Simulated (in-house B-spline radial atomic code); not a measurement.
**Ionising the strontium ion Sr⁺ with different functionals**

Computed with a B-spline radial code for spherical atoms: scalar-relativistic (spin-free X2C) Hamiltonian, Fermi nucleus of rms radius 4.224 fm, spin-polarised at highest spin, spherical fractional occupations for the functionals, and exact exchange of hybrids averaged over the configuration. The ionisation energy is the difference of two self-consistent energies, [Kr] 5s1 → [Ar] 3d10 4s2 4p6, without Breit or QED terms; ε is the level of the shell that loses the electron (its least bound occupied spin orbital). There is no spin-orbit coupling in this Hamiltonian.

| method | rung | ΔSCF (eV) | -ε(5s) (eV) |
| --- | --- | --- | --- |
| PBE0 | global hybrid | ? | ? |
| B3LYP | global hybrid | 11.28 | 9.20 |
| TPSSh | global hybrid | 10.87 | 8.78 |
| BHandHLYP | global hybrid | 11.05 | 9.72 |
| r2SCAN0 | global hybrid | 10.90 | 9.31 |
| B97-1 | global hybrid | 10.83 | 8.91 |
| HSE06 | range-separated hybrid | ? | ? |
| wB97X | range-separated hybrid | 10.64 | 10.64 |
| CAM-B3LYP | range-separated hybrid | 11.21 | 10.19 |
| LC-wPBE | range-separated hybrid | 10.85 | 10.94 |

Question: What does HSE06 give?

Answer: ΔSCF 11.09 eV, and -ε(5s) = 8.92 eV.

Question: What does PBE0 give?

Answer: ΔSCF 11.06 eV, and -ε(5s) = 9.23 eV.

Question: Among the functionals, which spreads more, the ΔSCF values or the orbital energies?

Answer: The orbital energies: ΔSCF values span about 0.64 eV and the orbital energies 2.16 eV.

Question: How do they compare with the NIST value?

Answer: NIST lists 11.030 eV (measured, ground level to ground level). Errors run from -0.39 to +0.25 eV; BHandHLYP is closest (+0.02 eV), but part of that can be cancellation, since the calculations leave out Breit-QED terms.
